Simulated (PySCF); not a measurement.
N$_{2}$O, singlet, geometry from GFN2-xTB. Base run: M062X/cc-pVTZ in PySCF.

Input for PySCF:
```python
from pyscf import gto, scf, dft

mol = gto.Mole()
mol.atom = '''
    N    -0.000000   -0.000000   -1.172245
    N    -0.000000   -0.000000   -0.066547
    O     0.000000    0.000000    1.083943
'''
mol.basis = 'cc-pvtz'
mol.charge = 0
mol.spin = 0
mol.verbose = 4
mol.build()

mf = dft.RKS(mol)
mf.xc = 'm062x'
mf.kernel()
```

Each row names what was changed in the base input (with any setting that the change needs).

```json
[
 {"change": "base", "ΔE vs base (µEh)": "0.0", "fitting functions": "-", "dipole (D)": "0.07"},
 {"change": "auxbasis = cc-pvqz-jkfit", "ΔE vs base (µEh)": "2.1", "fitting functions": "318", "dipole (D)": "0.07"},
 {"change": "auxbasis = cc-pvtz-ri", "ΔE vs base (µEh)": "-39.5", "fitting functions": "243", "dipole (D)": "0.07"},
 {"change": "auxbasis = even-tempered beta=3.0", "ΔE vs base (µEh)": "-46.9", "fitting functions": "297", "dipole (D)": "0.07"},
 {"change": "exchange = seminumerical (SGX) (with mf = sgx.sgx_fit(mf, auxbasis='def2-universal-jfit'); with mf.with_df.dfj = True)", "ΔE vs base (µEh)": "-26.6", "fitting functions": "147", "dipole (D)": "0.07"},
 {"change": "auxbasis = def2-svp-ri", "ΔE vs base (µEh)": "-8604", "fitting functions": "144", "dipole (D)": "0.07"},
 {"change": "auxbasis = autoaux", "ΔE vs base (µEh)": "9.1", "fitting functions": "477", "dipole (D)": "0.07"},
 {"change": "auxbasis = cc-pvdz-jkfit", "ΔE vs base (µEh)": "405", "fitting functions": "210", "dipole (D)": "0.07"},
 {"change": "auxbasis = def2-universal-jkfit", "ΔE vs base (µEh)": "34.5", "fitting functions": "231", "dipole (D)": "0.07"},
 {"change": "only_dfj = on; auxbasis = def2-universal-jfit", "ΔE vs base (µEh)": "-28.0", "fitting functions": "147", "dipole (D)": "0.07"}
]
```

A fitting set is made for a task (jfit for Coulomb, jkfit for Coulomb and exchange, ri for correlation) and for a family of orbital bases.
